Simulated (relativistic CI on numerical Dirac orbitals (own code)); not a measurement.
# Calculated levels, Os LIII

Computed by Dirac-Coulomb-Breit CI, KLI orbitals optimised for each configuration, model QED, unscaled Slater integrals (own radial code, finite nucleus).

CI space (outside the closed core [Ne]): 3s2.3p6.3d6, 3s2.3p5.3d7, 3s2.3p4.3d8, 3s.3p6.3d7, 3p6.3d8, 3s.3p5.3d8, 3s2.3p6.3d5.4s, 3s2.3p6.3d5.4p, 3s2.3p4.3d7.4s, 3s2.3p6.3d5.4d, 3s2.3p4.3d7.4p, 3s2.3p5.3d6.4s, 3s2.3p6.3d5.4f, 3s2.3p4.3d7.4d, 3s.3p5.3d7.4s, 3s2.3p5.3d6.4p, 3s2.3p5.3d6.4d, 3s2.3p6.3d4.4s2, 3s.3p6.3d6.4s, 3p6.3d7.4s, 3p6.3d7.4p, 3s2.3p6.3d5.5s, 3p6.3d7.4d, 3s.3p6.3d5.4s2. Levels of other configurations are missing.

The lowest level is 3s2.3p6.3d6 3F_4, with 41 % of that term; Hund's rules for 3s2.3p6.3d6 give 5D with J = 4, of which the calculation keeps J, while another term leads.

```tsv
No.	Configuration	Term	J	E (eV)	%	Next component (%)	Landé g	jj configuration (%)
1	3s2.3p6.3d6	3F	4	0.000	41	29 5D	1.234	3d5/2^2 (98)
2	3s2.3p6.3d6	3P	2	8.130	39	21 3D	1.258	3d5/2^2 (97)
3	3s2.3p6.3d6	3P	0	26.996	54	31 1S		3d5/2^2 (93)
4	3s2.3p6.3d6	5D	3	72.280	61	26 3F	1.334	3d3/2^3 3d5/2^3 (98)
5	3s2.3p6.3d6	5D	4	73.704	45	23 3H	1.176	3d3/2^3 3d5/2^3 (98)
6	3s2.3p6.3d6	5D	1	77.307	46	32 3P	1.270	3d3/2^3 3d5/2^3 (98)
7	3s2.3p6.3d6	3G	5	82.176	61	39 3H	1.124	3d3/2^3 3d5/2^3 (100)
8	3s2.3p6.3d6	3H	6	82.178	66	34 1I	1.098	3d3/2^3 3d5/2^3 (100)
9	3s2.3p6.3d6	3F	2	89.231	47	23 3P	0.983	3d3/2^3 3d5/2^3 (97)
10	3s2.3p6.3d6	3D	3	90.871	33	26 3G	1.063	3d3/2^3 3d5/2^3 (99)
11	3s2.3p6.3d6	3P	0	100.551	65	29 1S		3d3/2^3 3d5/2^3 (91)
12	3s2.3p6.3d6	1G	4	105.387	44	26 3G	1.046	3d3/2^3 3d5/2^3 (97)
13	3s2.3p6.3d6	3D	2	106.231	31	22 3P	1.110	3d3/2^3 3d5/2^3 (93)
14	3s2.3p6.3d6	3P	1	106.283	66	28 3D	1.209	3d3/2^3 3d5/2^3 (98)
15	3s2.3p6.3d6	3F	3	108.083	56	38 1F	1.054	3d3/2^3 3d5/2^3 (100)
16	3s2.3p6.3d6	5D	2	150.214	64	25 3P	1.430	3d3/2^2 3d5/2^4 (98)
17	3s2.3p6.3d6	5D	0	153.231	65	34 1S		3d3/2^2 3d5/2^4 (98)
18	3s2.3p6.3d6	3H	4	156.674	42	36 3F	1.095	3d3/2^2 3d5/2^4 (99)
19	3s2.3p6.3d6	5D	3	160.147	32	22 3D	1.201	3d3/2^2 3d5/2^4 (96)
20	3s2.3p6.3d6	3H	5	161.247	61	38 3G	1.085	3d3/2^2 3d5/2^4 (100)
21	3s2.3p6.3d6	1I	6	164.774	66	34 3H	1.044	3d3/2^2 3d5/2^4 (100)
22	3s2.3p6.3d6	3F	3	168.380	42	40 3G	0.968	3d3/2^2 3d5/2^4 (99)
23	3s2.3p6.3d6	3D	1	170.780	50	42 3P	0.986	3d3/2^2 3d5/2^4 (97)
24	3s2.3p6.3d6	1G	4	172.879	50	33 3G	1.041	3d3/2^2 3d5/2^4 (97)
25	3s2.3p6.3d6	3F	2	174.249	35	32 3P	1.046	3d3/2^2 3d5/2^4 (97)
26	3s2.3p6.3d6	3F	2	186.288	67	19 3P	0.876	3d3/2^2 3d5/2^4 (98)
27	3s2.3p6.3d6	3F	4	191.500	62	33 1G	1.149	3d3/2^2 3d5/2^4 (98)
28	3s2.3p6.3d6	1D	2	210.052	78	9 3P	1.023	3d3/2^2 3d5/2^4 (97)
29	3s2.3p6.3d6	1S	0	228.547	80	19 3P		3d3/2^2 3d5/2^4 (95)
30	3s2.3p6.3d6	3P	1	234.868	60	40 5D	1.489	3d3/2 3d5/2^5 (99)
31	3s2.3p6.3d6	1G	4	248.083	37	23 3F	1.024	3d3/2 3d5/2^5 (98)
32	3s2.3p6.3d6	3P	2	254.481	31	26 1D	1.177	3d3/2 3d5/2^5 (97)
33	3s2.3p6.3d6	3F	3	256.914	37	25 1F	1.059	3d3/2 3d5/2^5 (98)
34	3s2.3p6.3d6	3P	0	326.348	61	25 1S		3d5/2^6 (98)
35	3s2.3p5.3d7	5G°	6	407.117	65	32 3H°	1.257	3p3/2^3 3d5/2^3 (96)
36	3s2.3p5.3d7	3P°	0	418.597	58	35 1S°		3p3/2^3 3d5/2^3 (98)
37	3s2.3p5.3d7	3G°	5	418.786	45	37 5F°	1.226	3p3/2^3 3d5/2^3 (99)
38	3s2.3p5.3d7	3D°	3	419.782	55	16 3F°	1.246	3p3/2^3 3d5/2^3 (97)
39	3s2.3p5.3d7	3P°	2	433.755	34	29 1D°	1.250	3p3/2^3 3d5/2^3 (96)
40	3s2.3p5.3d7	3F°	4	433.794	55	25 5D°	1.267	3p3/2^3 3d5/2^3 (95)
41	3s2.3p5.3d7	3P°	2	447.841	35	24 3D°	1.223	3p3/2^3 3d5/2^3 (97)
42	3s2.3p5.3d7	3D°	3	454.618	48	14 1F°	1.206	3p3/2^3 3d5/2^3 (96)
43	3s2.3p5.3d7	3F°	4	454.632	39	24 5D°	1.222	3p3/2^3 3d5/2^3 (95)
44	3s2.3p5.3d7	3D°	3	467.034	38	22 5P°	1.310	3p3/2^3 3d5/2^3 (93)
45	3s2.3p5.3d7	3D°	1	468.083	27	27 1P°	1.156	3p3/2^3 3d5/2^3 (95)
```

Energies count from the lowest computed level; ° marks odd parity. Filled j subshells are mostly left out of the jj labels.

The mean weight of the leading LS term, summed over parents, in these 45 levels is 51 %, and that of the leading jj configuration (from the same eigenvectors) 97 %, so jj coupling describes them better and the LS labels are nominal.

At this charge energies of transitions that change n are usually good to better than 1 %, and those within a shell (Δn = 0) to a few per cent.

LS names give the leading component of a level, which can be under half, so a name can repeat, a term be missing and a line seem to break the LS rules.
